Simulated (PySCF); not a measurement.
Species: C5H10N2Si.
SMILES: `C#C[Si@H]1NCCN1C`

Computed with PySCF at wB97X-D/def2-SVPD, non-relativistic, on one gas-phase PBE0-D3(BJ)/def2-SVP geometry that isn't relaxed in the solvent. The solvent is an IEF-PCM continuum (cavity from Bondi-type radii × 1.2), and excitations are vertical TDDFT with non-equilibrium linear response and a frozen core. Only the electrostatic response of the medium enters.

Gas-phase singlets (H = HOMO, L = LUMO):

| state | E (eV) | λ (nm) | f | leading configurations |
| --- | --- | --- | --- | --- |
| S1 | 5.373 | 231 | 0.008 | H→L 92% |
| S2 | 5.836 | 212 | 0.004 | H-2→L 71%, H-1→L 10% |
| S3 | 5.890 | 211 | 0.019 | H-1→L 51%, H→L+1 33% |
| S4 | 6.034 | 205 | 0.009 | H→L+1 48%, H-1→L 26% |
| S5 | 6.311 | 196 | 0.001 | H-3→L 34%, H-1→L+1 20% |

Task: What are the lowest 5 singlets in chloroform (ε = 4.711)?

Result: 
| state | E (eV) | λ (nm) | f | leading configurations | change by rank (eV) |
| --- | --- | --- | --- | --- | --- |
| S1 | 5.310 | 233 | 0.012 | H→L 94% | -0.063 |
| S2 | 5.837 | 212 | 0.020 | H→L+1 47%, H-1→L 40% | +0.001 |
| S3 | 5.880 | 211 | 0.012 | H-2→L 42%, H-1→L 26% | -0.010 |
| S4 | 6.000 | 207 | 0.012 | H-2→L 44%, H-1→L 24% | -0.034 |
| S5 | 6.320 | 196 | 0.002 | H-1→L+1 41%, H-3→L+1 18% | +0.009 |

Task: What are the lowest 5 singlets in methanol (ε = 32.61)?

Result: 
```
state  E (eV)  λ (nm)      f    leading configurations  change by rank (eV)
   S1   5.303     234  0.011                   H→L 94%               -0.070
   S2   5.823     213  0.014      H→L+1 60%, H-1→L 28%               -0.013
   S3   5.891     210  0.019      H-1→L 45%, H-2→L 26%               +0.001
   S4   6.014     206  0.008      H-2→L 59%, H-1→L 18%               -0.020
   S5   6.324     196  0.002  H-1→L+1 49%, H-3→L+1 19%               +0.013
```

Task: How do the frontier levels move from gas to methanol?

Result: 
```tsv
orbital	gas (eV)	solvent (eV)	change (eV)
LUMO+2	2.38	2.35	-0.03
LUMO+1	2.02	1.89	-0.13
LUMO	1.46	1.38	-0.08
HOMO	-8.08	-8.08	0.00
HOMO-1	-8.81	-8.83	-0.02
HOMO-2	-9.96	-10.19	-0.23
HOMO-3	-10.18	-10.39	-0.21
```

The HOMO–LUMO gap goes from 9.54 to 9.46 eV.
